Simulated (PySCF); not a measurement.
Two species compared at the same levels of theory.

First species: AlBrClH.
SMILES: `[Cl][AlH][Br]`

Second species: CHBF₂S.
Z-matrix (Å and degrees, PBE0-D3(BJ)/def2-SVP geometry), rows numbered from 1:
```
F 
B   1  1.3099
F   2  1.3177  1  117.75
C   2  1.5742  1  122.28  3  -179.82
S   4  1.6176  2  122.89  1     6.67
H   4  1.1031  2  117.41  1  -174.24
```

Levels: PBE0/def2-SVPD for dipole moment, HOMO energy, LUMO energy, HOMO–LUMO gap, static isotropic polarisability and electronic spatial extent ⟨r²⟩ about the centre of nuclear charge; TDDFT PBE0/def2-SVPD for lowest singlet excitation; TDA PBE0/def2-SVPD for lowest triplet excitation (Tamm–Dancoff); ΔSCF PBE0/def2-SVPD for vertical ionisation energy; PBE0-D3(BJ)/def2-SVP for rotational constant A and rotational constant C. Geometries: PBE0-D3(BJ)/def2-SVP. Each structure is a single optimised conformer of the isolated species, non-relativistic unless stated; the electronic structure was computed with PySCF and density fitting.

Dipoles, sizes and rotational constants follow the conformer. The torsions of the flexible species, by atom-mapped SMILES:
- `[F:1][B:2]([F:3])[CH:4]=[S:5]`: F1–B2–C4–S5 7°

(1) Which has the higher vertical ionisation energy?

(2) Which has the higher static isotropic polarisability?

(3) Which of the two has the higher HOMO energy, and by how much?

(4) Which has the higher LUMO energy?

(5) Which has the higher ⟨r²⟩?

(6) Which of the two has the higher dipole moment, and by how much?

(7) Which of the two has the higher S1 energy, and by how much?

(8) Which of the two has the higher rotational constant A, and by how much?

Answers

(1) The first: 11.12 eV against 9.49 eV, a difference of 1.63 eV.

(2) The first: 60.6 au against 45.8 au, a difference of 14.8 au.

(3) The second: -7.09 eV against -8.83 eV, a difference of 1.74 eV.

(4) The first: -1.64 eV against -3.72 eV, a difference of 2.08 eV.

(5) The first: 751 bohr² against 563 bohr², a difference of 188 bohr².

(6) The second: 1.20 D against 1.08 D, a difference of 0.12 D.

(7) The first: 5.82 eV against 1.57 eV, a difference of 4.25 eV.

(8) The first: 15.831 GHz against 9.756 GHz, a difference of 6.075 GHz.

On the first: In wavenumbers S1 is 46900 cm⁻¹ (1 eV = 8065.54 cm⁻¹). S1 lies 1.37 eV below the HOMO–LUMO gap; its leading configuration is HOMO→LUMO, weight 0.99. The calculation is non-relativistic and has no spin–orbit coupling, an omission that weighs most on bromine.

On the second: The principal polarisabilities are 32.9, 42.5 and 61.9 au; their mean is the isotropic value. The dipole matches unit charges of opposite sign 0.25 Å apart (1 e·Å = 4.8032 D).
